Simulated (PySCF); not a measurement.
Z-matrix (Å, degrees):
```
Ta
N 1 2.0254
H 2 1.0178 1 127.32
H 2 1.0214 3 108.44 1 -163.17
N 1 2.0259 2 86.44 3 -124.77
H 5 1.0179 1 127.31 2 23.51
H 5 1.0212 6 108.46 4 163.21
N 1 2.0269 2 86.15 3 25.55
H 8 1.0177 1 127.39 2 -124.46
H 8 1.0213 9 108.50 1 -163.04
N 1 2.0274 2 149.33 3 -49.04
H 11 1.0177 1 127.38 2 -51.55
H 11 1.0211 12 108.50 7 163.00
C 1 2.1699 2 104.42 3 131.05
H 14 1.1035 1 111.44 2 153.21
H 14 1.1035 15 108.08 1 -122.79
H 14 1.1040 15 107.95 16 -116.52
```
Charge 0, spin multiplicity 1.

**Question.** What is the computed HOMO–LUMO gap, dipole moment, HOMO, LUMO and charge on the central atom (Mulliken) (TPSSh-D3(BJ)/def2-TZVP // r2SCAN-D4/def2-SVP (PySCF 2.14.0))?

**Answer.** 
The HOMO–LUMO gap is 4.85 eV and the dipole moment comes out as 1.94 D. The HOMO is -6.20 eV and the LUMO comes out as -1.35 eV. The charge on the central atom (Mulliken) is 1.37 e.
